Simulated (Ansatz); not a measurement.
Consider the redistribution: `CB(N)N` + `[OH][Zr]([OH])([Cl])[c]1ccccc1` → `NBN` + `C[O][Zr]([OH])([Cl])[c]1ccccc1`.

Program: Ansatz. Geometries: PBE0-D4/def2-TZVP. ΔE: electronic, gas phase. CBS: MP2 limit from def2 TZ/QZ plus the TZ coupled-cluster correction, frozen cores. DFT in def2-TZVPP. B3LYP here is the variant with VWN-RPA as its local correlation; programs differ in this. def2 core potentials past Kr. For Zr outer-core shells are correlated without core-valence functions, which leaves a few kJ/mol of doubt a bond. Each species was taken in one conformer, which may not be the lowest.

Is it downhill or uphill in electronic energy at CCSD(T)/CBS, and by how much? (Estimate.)

The calculation gave: Uphill: ΔE = +84.1 kJ/mol.

What do these levels give: PBE-D4, revPBE-D4, B97M-V, BHLYP-D4, ωB97M-V, B2PLYP, B3LYP, SCS-MP2/def2-TZVPP, CCSD(T)/def2-TZVPP, SCS-MP2/def2-QZVPP, HF/CBS(def2), MP2/CBS(def2)? (Estimate.)

The calculation gave: PBE-D4 78.3, revPBE-D4 78.5, B97M-V 84.5, BHLYP-D4 76.4, ωB97M-V 84.0, B2PLYP 76.4, B3LYP 73.6, SCS-MP2/def2-TZVPP 76.8, CCSD(T)/def2-TZVPP 78.9, SCS-MP2/def2-QZVPP 79.8, HF/CBS(def2) 70.9, MP2/CBS(def2) 88.6 kJ/mol.

Largest T1 diagnostic among the species: 0.015.

At CCSD(T), def2-SVP lies −17.2 kJ/mol from the extrapolated value and def2-TZVPP −5.2 kJ/mol. Leaving LDA and LC-ωPBE aside and taking each functional with its dispersion term where it has one, the values, not all of them listed here, spread over 13.4 kJ/mol, from BLYP-D4 to r2SCAN0-D4. LDA lies +5.6 kJ/mol from PBE without D4. In def2-TZVPP, CCSD(T) changes the Hartree–Fock value by +7.6 kJ/mol (the triples alone add −0.9 kJ/mol) and MP2 by +12.1 kJ/mol.
